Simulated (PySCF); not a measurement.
F3OTa, singlet, geometry from GFN2-xTB (such geometries of metal compounds can be far from the true shape) (core potentials on Ta), with bond 4-1 at 2.0 times its length. Base run: B3LYP/def2-SVP (PySCF).

Input for PySCF:
```python
from pyscf import gto, scf, dft

mol = gto.Mole()
mol.atom = '''
    Ta    0.016939    0.009075   -0.019553
    O     1.067821    0.572063   -1.232560
    F     0.970074   -0.956009    1.218615
    F    -2.555867   -2.137663   -1.524155
    F    -0.787181    1.438195    0.807440
'''
mol.basis = 'def2-svp'
mol.ecp = {'Ta': 'def2-svp'}
mol.charge = 0
mol.spin = 0
mol.verbose = 4
mol.build()

mf = dft.RKS(mol)
mf.xc = 'b3lyp'
mf.kernel()
```

Each row names what was changed in the base input (with any setting that the change needs).

| change | ΔE vs base (mEh) | SCF cycles | outcome |
|---|---|---|---|
| base | 0.000 | 22 | converged |
| diis = off; damp = 0.3 (with mf.diis_start_cycle = 200; with mf.max_cycle = 150) | - | 150 | not converged |
| solver = newton | 0.000 | - | converged |
| init_guess = sap | 0.000 | 26 | converged |
| DIIS = EDIIS | - | 50 | not converged |
| init_guess = huckel | 0.000 | 22 | converged |
| conv_tol = 1e-12 | 0.000 | 26 | converged |
| DIIS = ADIIS | 0.000 | 28 | converged |
| diis_space = 12 | - | 21 | not converged |
| init_guess = atom | 0.000 | 18 | converged |
| diis_space = 4 | 0.000 | 23 | converged |
| init_guess = 1e | 0.000 | 27 | converged |
| diis = off; damp = 0.6 (with mf.diis_start_cycle = 200; with mf.max_cycle = 150) | - | 150 | not converged |
